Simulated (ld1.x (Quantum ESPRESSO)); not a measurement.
## Logarithmic derivatives: selenium (Se), RRKJ

- Element: Se (Z = 34)
- Generator: ld1.x (Quantum ESPRESSO) 7.5
- Type: norm-conserving RRKJ (Kleinman–Bylander form)
- Functional: LDA (PZ)
- Relativity: scalar-relativistic
- Frozen core: [Ar] 3d10
- Valence charge: 6
- Reference configuration: 4s2 4p4
- Partial waves: 4s (bound): rc 1.25 bohr; 4p (bound): rc 1.45 bohr
- Local potential: the p channel
- Core correction: Bessel-smoothed model core, default radius (core density twice the valence density)

The phase is arctan(r·u′/u) with u = r·R(r), unwrapped; energies in Ry, scanned from -3 to 5 Ry. A pole is an energy at which the radial function vanishes at the test radius. The pseudo phase is shifted by a multiple of π to meet the all-electron one at the reference energy, and phase errors are pseudo minus all-electron; the curves can meet again beyond the range given. Levels narrower than the energy grid can be missing from the lists of poles.

```json
{"channel": "s", "radius (bohr)": "1.60", "reference energy (Ry)": "-1.29", "poles, all-electron": "4.51", "poles, pseudo": "4.86", "unbroken range about the reference energy with phases within 0.05 rad": "the whole range", "phase error 1 Ry above the reference energy (rad)": "+0.002"}
{"channel": "p", "radius (bohr)": "1.60", "reference energy (Ry)": "-0.49", "poles, all-electron": "none", "poles, pseudo": "none", "unbroken range about the reference energy with phases within 0.05 rad": "the whole range", "phase error 1 Ry above the reference energy (rad)": "-0.011"}
```

Phases in the s channel:

| E (Ry) | all-electron | pseudo |
| --- | --- | --- |
| -3.00 | 0.851 | 0.852 |
| -2.76 | 0.773 | 0.775 |
| -2.52 | 0.678 | 0.679 |
| -2.28 | 0.559 | 0.560 |
| -2.04 | 0.412 | 0.413 |
| -1.80 | 0.234 | 0.234 |
| -1.56 | 0.027 | 0.027 |
| -1.32 | -0.194 | -0.194 |
| -1.08 | -0.410 | -0.410 |
| -0.84 | -0.604 | -0.603 |
| -0.60 | -0.767 | -0.766 |
| -0.36 | -0.900 | -0.898 |
| -0.12 | -1.006 | -1.004 |
| 0.12 | -1.092 | -1.090 |
| 0.36 | -1.162 | -1.159 |
| 0.60 | -1.220 | -1.216 |
| 0.84 | -1.268 | -1.264 |
| 1.08 | -1.309 | -1.304 |
| 1.32 | -1.344 | -1.339 |
| 1.56 | -1.374 | -1.369 |
| 1.80 | -1.400 | -1.394 |
| 2.04 | -1.424 | -1.417 |
| 2.28 | -1.444 | -1.438 |
| 2.52 | -1.463 | -1.456 |
| 2.76 | -1.480 | -1.472 |
| 3.00 | -1.496 | -1.487 |
| 3.24 | -1.510 | -1.501 |
| 3.48 | -1.523 | -1.513 |
| 3.72 | -1.535 | -1.525 |
| 3.96 | -1.547 | -1.536 |
| 4.20 | -1.558 | -1.546 |
| 4.44 | -1.568 | -1.555 |
| 4.68 | -1.578 | -1.564 |
| 4.92 | -1.587 | -1.573 |
